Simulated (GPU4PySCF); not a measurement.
diphenyl sulfone (C12H10O2S), SMILES O=S(=O)(c1ccccc1)c1ccccc1.

Geometry: PBE0-D3(BJ)/def2-TZVP. One conformer was computed; it need not be the lowest.

The numbers are results of PBE/def2-TZVPD in GPU4PySCF, not measurements.

Isolated molecule, no solvent.

Estimate the frontier levels, gap, dipole moment and polarisability. (An estimate is asked for; the answer gives what the named calculation found.)


```yaml
highest_occupied_level: -6.59 eV
lowest_empty_level: -2.49 eV
orbital_gap: 4.10 eV
dipole_moment: 5.01 D
quadrupole, principal values (traceless, Buckingham form, about the centre of nuclear charge): -19.68, 4.17, 15.50 D·Å
mean_static_polarisability: 167.3 bohr³ (24.79 Å³)
polarisability_principal_values: 136.6, 163.6, 201.6 bohr³
```
